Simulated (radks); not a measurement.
Spherical quantum dot in the effective-mass picture: electrons in a hard-walled sphere of radius 1.8, with a point charge +2 (a donor) at the centre, all in effective atomic units (hartree* = m*/eps^2 hartree, bohr* = eps/m* bohr), one dielectric constant everywhere. Method: non-relativistic Kohn-Sham, LDA (Slater exchange, Perdew-Wang correlation), spin-polarised, spherical densities; computed with a radial shooting solver with Libxc functionals. Levels are named by radial order and angular momentum (1s, 1p, 1d, 2s, ...), and open shells are averaged over m. Results are scaled to m* = 0.036 and eps = 10.4, for which hartree* = 9.057 meV and bohr* = 15.29 nm.

N = 8, configuration 1s2 1p6. This is the lowest configuration that the search found. Occupied and some empty levels:

level  occupation  eigenvalue (meV)  <r> (nm)
1s              2            46.464     12.16
1p              6            63.974     16.52
2s              0            79.700     13.60
1d              0            81.627     18.10
1f              0            102.75     19.11

Energy (meV): total 236.212, kinetic 203.09, external -173.39, Hartree 256.06, exchange-correlation -49.551.

Electron density:

r (nm)  n(r) (e/nm^3)
2.03        0.0005739
4.09        0.0003923
6.15        0.0003080
8.22        0.0002703
10.3        0.0002512
12.3        0.0002347
14.4        0.0002114
16.5        0.0001774
18.5        0.0001340
20.6       0.00008683
22.7       0.00004423
24.7       0.00001422
26.8        8.760e-07
